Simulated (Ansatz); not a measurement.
Ansatz (a first-principles code) input (CCSD(T)/def2-SVPD):

Ansatz 0.2 input:
```yaml
crystal:
  periodic: [false, false, false]
  atoms:
    - {symbol: Tl, position_ang: [-0.00000000, -0.00000000, -0.47480352]}
    - {symbol: Cl, position_ang: [0.00000000, 0.00000000, 2.26229912]}
basis:
  gaussian:
    orbitals: def2-SVPD
total_charge: -1
magnetization: {spin_polarized: true, initial_magnetization: 1}
correlation: {method: ccsd_t, electrons: outside_noble_gas}
output: {forces: true}
```

Output:

```
Functional definition: HF
integrals: 0.05 GiB planned
675 factors; integrals over basis functions are off by at most 2.1e-4 eV
mean field: 0.20 GiB planned
mean field evaluation 1: about -17168.7225 eV, gradient 7.5e0 eV
mean field evaluation 2: about -17168.7905 eV, gradient 7.2e0 eV
mean field evaluation 4: about -17169.2878 eV, gradient 9.6e-1 eV
mean field evaluation 8: about -17169.3224 eV, gradient 5.4e-2 eV
mean field evaluation 16: about -17168.7226 eV, gradient 7.5e0 eV
mean field evaluation 32: about -17168.9846 eV, gradient 3.7e0 eV
mean field evaluation 64: about -17169.0810 eV, gradient 2.7e0 eV
mean field evaluation 96: about -17168.2992 eV, gradient 4.7e-1 eV
mean field evaluation 128: about -17168.3749 eV, gradient 6.0e-4 eV
mean field evaluation 160: about -17166.3309 eV, gradient 1.6e0 eV
mean field evaluation 192: about -17164.6384 eV, gradient 1.7e-2 eV
mean field evaluation 224: about -17169.3226 eV, gradient 1.1e-3 eV
mean field evaluation 256: about -17167.6267 eV, gradient 6.6e-2 eV
mean field evaluation 288: about -17165.1173 eV, gradient 1.1e-2 eV
mean field evaluation 320: about -17165.1801 eV, gradient 2.3e-2 eV
mean field evaluation 352: about -17166.3230 eV, gradient 4.4e-3 eV
mean field evaluation 384: about -17164.0799 eV, gradient 7.8e0 eV
mean field evaluation 416: about -17164.3736 eV, gradient 9.1e-2 eV
mean field evaluation 448: about -17164.2715 eV, gradient 1.8e-3 eV
mean field -17169.32258187 eV, -630.9609670990 hartree, gradient 3.6e-6 eV, S^2 0.761009; 9 other end points of the search recorded, 0 dependent functions left out
determinant -17169.32258187 eV, -630.9609670990 hartree, with singles and doubles -17174.90715638 eV, -631.1661964268 hartree
determinant -17168.37493735 eV, -630.9261418050 hartree, with singles and doubles -17173.96930230 eV, -631.1317309251 hartree
determinant -17167.62747792 eV, -630.8986731777 hartree, with singles and doubles -17173.35039002 eV, -631.1089863184 hartree
determinant -17166.32297246 eV, -630.8507334863 hartree, with singles and doubles -17171.88778817 eV, -631.0552366917 hartree
14 core orbitals not correlated, not the lowest: weight in the atoms' cores, before any rotation towards them, 0.983 or more for the frozen orbitals, at most 0.027 for the correlated occupied ones
reference -17169.32258187 eV, -630.9609670990 hartree; 6, 5 occupied and 39, 40 virtual orbitals, 675 factors
densities: 0.19 GiB planned
second order -5.04293116 eV of doubles, -0.00000000 eV of singles
coupled cluster: 0.15 GiB planned
cycle   1  -5.58466918 eV  change   -9.5e-5 eV  update   3.8e-4
cycle   2  -5.58467413 eV  change   -4.9e-6 eV  update   2.1e-4
cycle   3  -5.58466752 eV  change    6.6e-6 eV  update   1.3e-4
cycle   4  -5.58467346 eV  change   -5.9e-6 eV  update   2.4e-5
cycle   5  -5.58469103 eV  change   -1.8e-5 eV  update   9.7e-6
cycle   6  -5.58469609 eV  change   -5.1e-6 eV  update   3.1e-6
cycle   7  -5.58469556 eV  change    5.4e-7 eV  update   1.4e-6
cycle   8  -5.58469412 eV  change    1.4e-6 eV  update   5.7e-7
cycle   9  -5.58469403 eV  change    9.1e-8 eV  update   1.6e-7
perturbative correction -0.15222028 eV, -0.0055939919 hartree
the calculation of the forces begins
Total energy: -17175.05949618 eV, -631.1717948113 hartree
Atom 0 at    -0.000000    -0.000000    -0.474804 Å, force     0.000000     0.000000    -0.381581 eV/Å
Atom 1 at     0.000000     0.000000     2.262299 Å, force     0.000000     0.000000     0.381581 eV/Å
Dipole moment:    -0.000000    -0.000000    -1.019301 e Å
```
